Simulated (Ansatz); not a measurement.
Ideal-gas functions of `I[SiH]1CS1` at 400 K and 1 bar, from an Ansatz frequency run at PBE0-D4/def2-TZVP.

Molar mass 202.09 g/mol, point group C1 (symmetry number 1), electronic degeneracy 1, moments of inertia 63.057, 539.778, 557.065 u Å². Harmonic wavenumbers (cm⁻¹, unscaled): 131, 167, 345, 546, 566, 596, 731, 806, 834, 957, 1013, 1419, 2274, 3126, 3213.

Use S(trans) = R[1.5 ln M + 2.5 ln T − 1.1517]; rotational temperatures θ = 24.2544 K / I; S(rot) = R[ln(√π/σ · √(T³/θAθBθC)) + 1.5]; for each mode x = 1.438777 ν̃/T, S = R[x/(eˣ − 1) − ln(1 − e⁻ˣ)] and H = RT x/(eˣ − 1); 1 cm⁻¹ = 0.0119627 kJ/mol; R = 8.31446 J/(mol·K).

Problem. By hand: the entropy, in J/(mol·K).

Solution. Translation 181.2. Rotation: θ = 0.3846, 0.0449, 0.0435 K, giving 121.9. Vibration, mode by mode: 14.65, 12.68, 7.03, 3.92, 3.71, 3.40, 2.32, 1.88, 1.73, 1.22, 1.03, 0.31, 0.02, 0.00, 0.00, in all 53.9. Electronic 0.0. Sum 357.0 J/(mol·K).

Problem. By hand: H − E and G − E in kJ/mol, counted from the electronic energy.

Solution. Zero-point energy ½ × 16724 × 0.0119627 = 100.0; thermal vibration 12.3; translation, rotation and pV give 4 RT = 13.3. H − E = 125.6 kJ/mol, and G − E = 125.6 − 400 × 357.0/1000 = -17.2 kJ/mol.

Vibration gives 15 % of the entropy, 14.6 J/(mol·K) of it from the mode under 150 cm⁻¹: soft modes count most, and the harmonic formula is weakest for them. The sum counts one conformer and one mirror image; others add a mixing term.
